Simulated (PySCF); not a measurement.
## Excitation energy of Ga²⁺ by level of theory

Ga²⁺ [Ar] 3d10 4s1 (2S) → Ga²⁺ [Ar] 3d9 4s2 (2D), as a difference of total energies. All numbers are calculated (PySCF 2.14, the spin-free X2C one-electron Hamiltonian (Gaussian nucleus), in x2c-QZVPPall with one added diffuse shell each of s, p, d, f type (12s8p6d5f1g, 110 functions)). Correlated levels: valence and next inner shell: [Ne] frozen. The calculations carry no spin-orbit coupling.

| method | excitation energy (eV) |
| --- | --- |
| UHF | 15.538 |
| LDA | 16.324 |
| PBE | 16.053 |
| PBE0 | 16.075 |
| r2SCAN | 16.191 |
| r2SCANh | 16.167 |
| LC-wPBE | 16.312 |
| M06-L | 16.097 |
| MP2 (valence and next inner shell) | 16.897 |
| SCS-MP2 (valence and next inner shell) | 16.509 |

How much does correlation contribute at MP2 (valence and next inner shell)?

16.897 − (15.538) = 1.359 eV, measured against UHF.

A first-order spin-orbit estimate (lowest level to lowest level, LS coupling) adds -0.192 eV.
